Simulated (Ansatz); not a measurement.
Ideal-gas functions of Br2Cl2Sn (`[Cl][Sn]([Cl])([Br])[Br]`) at 400 K and 1 bar, from an Ansatz frequency run at PBE0-D4/def2-TZVP.

Molar mass 349.42 g/mol, point group C2v (symmetry number 2), electronic degeneracy 1, moments of inertia 634.636, 888.268, 1032.76 u Å². Harmonic wavenumbers (cm⁻¹, unscaled): 68, 78, 100, 111, 113, 251, 289, 385, 398.

Use S(trans) = R[1.5 ln M + 2.5 ln T − 1.1517]; rotational temperatures θ = 24.2544 K / I; S(rot) = R[ln(√π/σ · √(T³/θAθBθC)) + 1.5]; for each mode x = 1.438777 ν̃/T, S = R[x/(eˣ − 1) − ln(1 − e⁻ˣ)] and H = RT x/(eˣ − 1); 1 cm⁻¹ = 0.0119627 kJ/mol; R = 8.31446 J/(mol·K).

Question: By hand: the entropy, in J/(mol·K).

Answer: Translation 188.0. Rotation: θ = 0.0382, 0.0273, 0.0235 K, giving 130.3. Vibration, mode by mode: 20.04, 18.91, 16.86, 16.00, 15.86, 9.44, 8.36, 6.24, 6.01, in all 117.7. Electronic 0.0. Sum 436.0 J/(mol·K).

Question: By hand: H − E and G − E in kJ/mol, counted from the electronic energy.

Answer: Zero-point energy ½ × 1793 × 0.0119627 = 10.7; thermal vibration 21.0; translation, rotation and pV give 4 RT = 13.3. H − E = 45.0 kJ/mol, and G − E = 45.0 − 400 × 436.0/1000 = -129.4 kJ/mol.

Vibration gives 27 % of the entropy, 87.7 J/(mol·K) of it from the modes under 150 cm⁻¹: soft modes count most, and the harmonic formula is weakest for them.
